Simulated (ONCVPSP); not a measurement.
## Au (Z = 79): excitation energies, all-electron against ONCV

```
Element                 : Au
Generator               : ONCVPSP 4.0.1
Type                    : optimised norm-conserving Vanderbilt (ONCV)
Functional              : PBEsol
Relativity              : scalar-relativistic
Frozen core             : [Kr] 4d10
Valence charge          : 33
Reference configuration : 4f14 5s2 5p6 5d9 6s2
Partial waves           : 5s+6s: rc 1.75 bohr, ncon 3, nbas 8, qcut 5.7 1/bohr, 2 projectors; 5p: rc 1.45 bohr, ncon 4, nbas 7, qcut 10.4 1/bohr, 1 projector; 5d: rc 2.05 bohr, ncon 4, nbas 9, qcut 9.1 1/bohr, 2 projectors, debl 0.3 Ha; 4f: rc 0.95 bohr, ncon 4, nbas 8, qcut 19.7 1/bohr, 1 projector
Local potential         : polynomial inside 0.70 bohr (lpopt 2, dvloc0 6 Ha)
Core correction         : polynomial model core, fcfact 0.55
```

In the d channel the program set the typed energies aside and used -0.330, 0.250 Ha.

Energies are relative to the spin-unpolarised reference configuration 4f14 5s2 5p6 5d9 6s2; without spin polarisation the order of configurations can differ from experiment.

Q: Give the all-electron excitation energy and the error of the potential for: 4f14 5s2 5p6 5d10 6s1; 4f14 5s2 5p6 5d10 6s0; 4f14 5s2 5p6 5d9 6s0; 4f14 5s2 5p6 5d9 6s1 6p1.

A:

```json
{"valence configuration": "4f14 5s2 5p6 5d10 6s1", "charge": "0", "ΔE all-electron (eV)": "-1.673", "error AE − PS (meV)": "-9.6"}
{"valence configuration": "4f14 5s2 5p6 5d10 6s0", "charge": "+1", "ΔE all-electron (eV)": "7.767", "error AE − PS (meV)": "-26"}
{"valence configuration": "4f14 5s2 5p6 5d9 6s0", "charge": "+2", "ΔE all-electron (eV)": "29.005", "error AE − PS (meV)": "-25"}
{"valence configuration": "4f14 5s2 5p6 5d9 6s1 6p1", "charge": "0", "ΔE all-electron (eV)": "5.887", "error AE − PS (meV)": "+124"}
```

Note: no bound ghost flagged; GHOST(+) flagged for s at 40.1 eV.
